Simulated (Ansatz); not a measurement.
Input and output for `[CH3][Hf]([CH3])([CH3])[Cl]`.

```yaml
crystal:
  periodic: [false, false, false]
  atoms:
    - {symbol: C, position_ang: [-1.638669, 1.196684, 0.462050]}
    - {symbol: Hf, position_ang: [0.128309, 0.358067, -0.472252]}
    - {symbol: C, position_ang: [1.676688, 0.222203, 1.145396]}
    - {symbol: C, position_ang: [-0.231550, -1.751452, -1.121002]}
    - {symbol: Cl, position_ang: [1.057362, 1.696042, -2.265276]}
    - {symbol: H, position_ang: [-1.513083, 1.411232, 1.487535]}
    - {symbol: H, position_ang: [-1.973110, 2.142978, -0.026977]}
    - {symbol: H, position_ang: [-2.443660, 0.469874, 0.368193]}
    - {symbol: H, position_ang: [1.939857, 1.146314, 1.605088]}
    - {symbol: H, position_ang: [1.349480, -0.446433, 1.936122]}
    - {symbol: H, position_ang: [2.682332, -0.224505, 0.746378]}
    - {symbol: H, position_ang: [-0.647892, -2.234117, -0.265291]}
    - {symbol: H, position_ang: [0.640992, -2.338446, -1.453073]}
    - {symbol: H, position_ang: [-0.969858, -1.750679, -1.935616]}
basis:
  gaussian: {orbitals: def2-TZVPD}
hamiltonian: {xc: {name: PBE0}, dispersion: d3bjatm}
scf: {lower_state_search: light}
output: {forces: true}
```

```sh
$ ansatz run in.yaml --threads 4 --pin off --events-out ev --progress --plain --max-ram 11315MiB
```

It prints (some lines left out):

```
Functional definition: PBE0
1728 factors; their error is unknown
mean field evaluation 1: about -17063.9238 eV, gradient 9.1e1 eV
mean field evaluation 2: about -17043.8449 eV, gradient 1.2e2 eV
mean field evaluation 4: about -17082.3026 eV, gradient 7.5e0 eV
mean field evaluation 8: about -17082.4679 eV, gradient 3.7e-1 eV
mean field evaluation 16: about -17082.4829 eV, gradient 6.1e-4 eV
mean field -17082.48287651 eV, -627.7696667888 hartree, gradient 3.8e-5 eV, S^2 0.000000; 0 other end points of the search recorded, 0 dependent functions left out
reference -17082.48293272 eV, -627.7696688548 hartree; 28, 28 occupied and 253, 253 virtual orbitals, 1728 factors
Total energy: -17082.75043369 eV, -627.7794993340 hartree
Atom 0 at    -1.638669     1.196684     0.462050 Å, force    -0.513271     0.492354    -1.523022 eV/Å
Atom 1 at     0.128309     0.358067    -0.472252 Å, force     1.645317     0.047230    -0.595900 eV/Å
Atom 2 at     1.676688     0.222203     1.145396 Å, force     1.194165    -1.426258    -1.551356 eV/Å
Atom 3 at    -0.231550    -1.751452    -1.121002 Å, force     0.520047     0.888398    -0.740908 eV/Å
Atom 4 at     1.057362     1.696042    -2.265276 Å, force    -0.412778    -0.427997     0.600257 eV/Å
Atom 5 at    -1.513083     1.411232     1.487535 Å, force     0.222854     0.249246     1.473490 eV/Å
Atom 6 at    -1.973110     2.142978    -0.026977 Å, force     0.150501    -0.556497     0.190510 eV/Å
Atom 7 at    -2.443660     0.469874     0.368193 Å, force    -0.369696    -0.156994    -0.010796 eV/Å
Atom 8 at     1.939857     1.146314     1.605088 Å, force     0.168346     1.014424     0.394101 eV/Å
Atom 9 at     1.349480    -0.446433     1.936122 Å, force    -0.156708    -0.283067     0.272882 eV/Å
Atom 10 at     2.682332    -0.224505     0.746378 Å, force    -1.706166     0.681240     0.513373 eV/Å
Atom 11 at    -0.647892    -2.234117    -0.265291 Å, force    -0.553099    -0.669705     0.770767 eV/Å
Atom 12 at     0.640992    -2.338446    -1.453073 Å, force    -0.181286     0.282218     0.100001 eV/Å
Atom 13 at    -0.969858    -1.750679    -1.935616 Å, force    -0.008224    -0.134591     0.106600 eV/Å
Dipole moment:    -0.262837    -0.199272     0.316310 e Å
```

Hardware: 4 threads of an Arm Neoverse V2 on a shared host. Wall time 9 s, peak host memory 1 GiB.
